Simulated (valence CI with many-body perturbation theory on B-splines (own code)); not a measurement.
The numbers below are computed, except where a source is named.
## Fe²¹⁺: what the settings do

Method: valence CI with perturbative core correlation (CI+MBPT): three valence electrons over a frozen Dirac-Fock core [He], a basis of 6 s, 6 p, 5 d, 3 f, 1 g functions for each j, with the one-electron correlation potential Σ1 (screened to all orders), the two-electron term Σ2, the three-electron term Σ3, Breit, model QED; selected single and double excitations, second order for the rest (own B-spline code, finite nucleus).

No measured spectrum was set against this ion. As an estimate, levels of excited configurations hold to 0.05 to 0.15 % of their energy, terms of the ground configuration to about 0.5 %.

The reference run has the lowest level 2s2 2p 2P°_1/2 and an ionisation energy of 1798.71 eV. Its largest variational space holds 4257 state functions.

Names give the largest LS component (configuration and term), which can be under half, so a name can repeat, a term be missing and a line seem to break the LS rules; names also repeat where a configuration has a term twice.

Reference levels: 2s2 2p 2P°_3/2 118231, 2s 2p2 4P_1/2 404137, 2s 2p2 4P_3/2 459710, 2s 2p2 4P_5/2 512847, 2s 2p2 2D_3/2 736627, 2s 2p2 2D_5/2 759475, 2s 2p2 2P_1/2 854237, 2s 2p2 2S_1/2 978969, 2s 2p2 2P_3/2 992829, 2p3 4S°_3/2 1255520, 2p3 2D°_3/2 1396150, 2p3 2D°_5/2 1426440 cm⁻¹.

**Question.** Rank these changes by the mean size of the shift of these levels, smallest first.
A. factor on the speed of light 1 → 0.9
B. correlating orbitals by l 3 3 3 2 1 → 5 1 2 4 1
C. correlating orbitals by l 3 3 3 2 1 → 2 5 2 4 1

**Answer.** C (29 cm⁻¹), B (170 cm⁻¹), A (44000 cm⁻¹).
